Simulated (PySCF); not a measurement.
# Working out the ionisation energy of Ar⁺

Ar⁺ [Ne] 3s2 3p5 (2P) → Ar²⁺ [Ne] 3s2 3p4 (3P). All numbers are calculated (PySCF 2.14, the spin-free X2C one-electron Hamiltonian (Gaussian nucleus), in dyall-acv3z (19s12p6d4f, 113 functions)). Frozen: 1s2; the 15 highest virtual orbitals dropped. Energies in hartree (1 hartree = 27.21139 eV):

```
             part  Ar⁺ (lower)  Ar²⁺ (upper)
              UHF  -528.097867   -527.129384
MP2 opposite-spin    -0.366517     -0.336769
    MP2 same-spin    -0.131673     -0.122313
```

Question: What does Hartree-Fock give?

Answer: (-527.129384) − (-528.097867) = 0.968483 hartree = 26.354 eV.

Question: What do MP2 and SCS-MP2 (6/5 opposite-spin, 1/3 same-spin) give?

Answer: The opposite-spin parts differ by 0.809 eV and the same-spin parts by 0.255 eV. MP2: 26.354 + (0.809) + (0.255) = 27.418 eV. SCS-MP2: 26.354 + 1.2 × (0.809) + (0.255)/3 = 27.410 eV.

A first-order spin-orbit estimate adds -0.006 eV to MP2 (valence and next inner shell), giving 27.412 eV against 27.630 eV (measured; NIST Atomic Spectra Database, ionization energies).

What remains against the reference includes basis incompleteness, the frozen core and correlation beyond second order.
